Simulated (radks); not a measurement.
Task: Neutral europium: order these configurations by energy. All-electron calculation, Dirac Kohn-Sham, relativistic LDA (MacDonald-Vosko exchange, VWN5 correlation), spin-unpolarised, spherical densities, finite nucleus; Fermi nuclear charge, rms radius of each element as measured or else 0.836 A^(1/3) + 0.57 fm. Program: a radial shooting solver on a logarithmic mesh with Libxc functionals. Sub-shells are occupied by j as written (lower j first in brackets). [Xe] 4f(5/2: 5, 7/2: 1) 5d(3/2: 1, 5/2: 0) 6s2; [Xe] 4f(5/2: 5, 7/2: 1) 6s2 6p(1/2: 1, 3/2: 0); [Xe] 4f(5/2: 6, 7/2: 0) 5d(3/2: 1, 5/2: 0) 6s2; [Xe] 4f(5/2: 6, 7/2: 0) 6s2 6p(1/2: 1, 3/2: 0); [Xe] 4f(5/2: 6, 7/2: 1) 6s2.

Result: From the lowest, in eV above it: [Xe] 4f(5/2: 6, 7/2: 1) 6s2 0.000; [Xe] 4f(5/2: 6, 7/2: 0) 5d(3/2: 1, 5/2: 0) 6s2 2.900; [Xe] 4f(5/2: 5, 7/2: 1) 5d(3/2: 1, 5/2: 0) 6s2 3.573; [Xe] 4f(5/2: 6, 7/2: 0) 6s2 6p(1/2: 1, 3/2: 0) 4.874; [Xe] 4f(5/2: 5, 7/2: 1) 6s2 6p(1/2: 1, 3/2: 0) 5.549.
